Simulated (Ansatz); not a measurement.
Reaction (ligand exchange at the Sn–O bond): `C[CH2][Sn][OH]` + H–F → `C[CH2][Sn][F]` + H₂O

Computed with Ansatz on PBE0-D4/def2-TZVP structures; ΔE is electronic, products minus reactants. CCSD(T)/CBS is the MP2 limit (def2-TZVPP, def2-QZVPP) plus CCSD(T) − MP2 in def2-TZVPP, frozen cores. This one scheme is used for every species. Functionals use def2-TZVPP. HSE06 is defined as in plane-wave codes. Elements past krypton have def2 core potentials. For Sn outer-core shells are correlated without core-valence functions, which leaves a few kJ/mol of doubt a bond. One conformer a species, not always the lowest.

`C[CH2][Sn][OH]`:

Z-matrix (Å, degrees):
```
C
C 1 1.519
H 1 1.095 2 111.8
H 1 1.095 2 112.4 3 119.8
H 1 1.095 2 111.8 3 -120.4
Sn 2 2.211 1 116.9 3 60.1
H 2 1.098 1 111.0 3 -61.7
H 2 1.098 1 111.0 3 -178.1
O 6 1.983 2 96.8 1 0.2
H 9 0.962 6 114.6 2 -0.0
```

H–F:

```xyz
2

F     0.374    0.057   -0.262
H    -0.374   -0.057    0.262
```

`C[CH2][Sn][F]`:

Z-matrix (Å, degrees):
```
C
C 1 1.523
H 1 1.092 2 111.2
H 1 1.095 2 111.8 3 120.8
H 1 1.094 2 111.6 3 -119.5
Sn 2 2.189 1 114.9 3 52.2
H 2 1.100 1 110.5 3 -65.5
H 2 1.096 1 111.9 3 176.9
F 6 1.954 2 93.5 1 -34.9
```

H₂O:

```xyz
3

O     0.345   -0.058    0.171
H     0.162    0.471   -0.608
H    -0.507   -0.413    0.436
```

(1) Is it downhill or uphill in electronic energy at CCSD(T)/CBS, and by how much? (An estimate is asked.)

(2) What do these levels give: r2SCAN0-D4, HSE06-D4, PBE0, MP2/def2-TZVPP, HF/def2-QZVPP, MP2/CBS(def2)? (Best estimate.)

(3) What do rigid-rotor, harmonic-oscillator terms from PBE0-D4/def2-TZVP frequencies (298.15 K, 1 bar) make of the CCSD(T)/CBS value? (Best estimate.)

Largest T1 diagnostic among the species: 0.016.

## Answers

(1) The calculation gave: Downhill: ΔE = -35.7 kJ/mol.

(2) Ansatz gave: r2SCAN0-D4 -39.2, HSE06-D4 -37.4, PBE0 -39.7, MP2/def2-TZVPP -28.5, HF/def2-QZVPP -53.2, MP2/CBS(def2) -32.7 kJ/mol.

(3) Computed: ΔZPE = +0.8 kJ/mol, ΔH = -34.1 kJ/mol, ΔS = 20 J/(mol·K), ΔG = -40.2 kJ/mol. Modes under 50 cm⁻¹ make the entropy rough.

In def2-TZVPP, CCSD(T) changes the Hartree–Fock value by +19.3 kJ/mol (the triples alone add +3.2 kJ/mol) and MP2 by +22.4 kJ/mol. The D4 term adds +4.0 kJ/mol with B3LYP and +2.1 kJ/mol with PBE0; it sums over pairs of atoms, weighted by their polarisabilities, and B3LYP, whose exchange is more repulsive, gets the larger term. Leaving LDA and LC-ωPBE aside and taking each functional with its dispersion term where it has one, the values, not all of them listed here, spread over 8.5 kJ/mol, from B97M-V to PBE-QIDH. LDA lies +9.1 kJ/mol from PBE without D4.

B3LYP here is the variant with VWN-RPA as its local correlation; programs differ in this.
